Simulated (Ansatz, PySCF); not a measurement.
Sn(F)(Cl)(OH)2 (ClFH₂O₂Sn), SMILES [OH][Sn]([OH])([F])[Cl]. Atoms are numbered in the order given.

```xyz
7

O      0.4059     1.9486     0.4970
Sn    -0.1469     0.1003     0.2063
O     -1.9875     0.0836    -0.4620
F     -0.1549    -0.8846     1.8613
Cl     1.3817    -0.9512    -1.1719
H     -0.3560     2.5066     0.7028
H     -2.4080    -0.7773    -0.3380
```

Geometry optimised at PBE0-D3(BJ)/def2-SVP. The structure was generated by enumeration; whether it is a known compound was not checked. The def2 effective core potentials stand for the cores of Sn; spin–orbit coupling is left out. One conformer was computed; it need not be the lowest.

Two levels are set side by side: PBE-D3(BJ)/def2-SVP (Ansatz, a program for electronic structure) and PBE0-D3(BJ)/def2-SVP (Ansatz). Each level has its own optimised geometry; the coordinates shown are those of the second. Frequencies come from the Hessian of PySCF at each geometry. Differences are taken from unrounded values.

```
quantity                            PBE0-D3(BJ)  PBE-D3(BJ)  PBE-D3(BJ) minus PBE0-D3(BJ)
----------------------------------  -----------  ----------  ----------------------------
mean bond length (Å)                      1.680       1.704                         0.024
bond O1–Sn2 (Å)                           1.951       1.982                         0.031
bond Sn2–O3 (Å)                           1.958       1.991                         0.032
bond Sn2–F4 (Å)                           1.926       1.952                         0.026
bond Sn2–Cl5 (Å)                          2.311       2.338                         0.027
bond O1–H6 (Å)                            0.967       0.980                         0.013
bond O3–H7 (Å)                            0.966       0.979                         0.013
highest harmonic wavenumber (cm⁻¹)         3876        3686                          -189
mean harmonic wavenumber (cm⁻¹)             860         822                           -38
zero-point energy (kcal/mol)              18.45       17.63                         -0.82
```

GGA bonds tend to be longer and softer than those of functionals with exact exchange. Differences between two approximate levels are no errors against the true value.
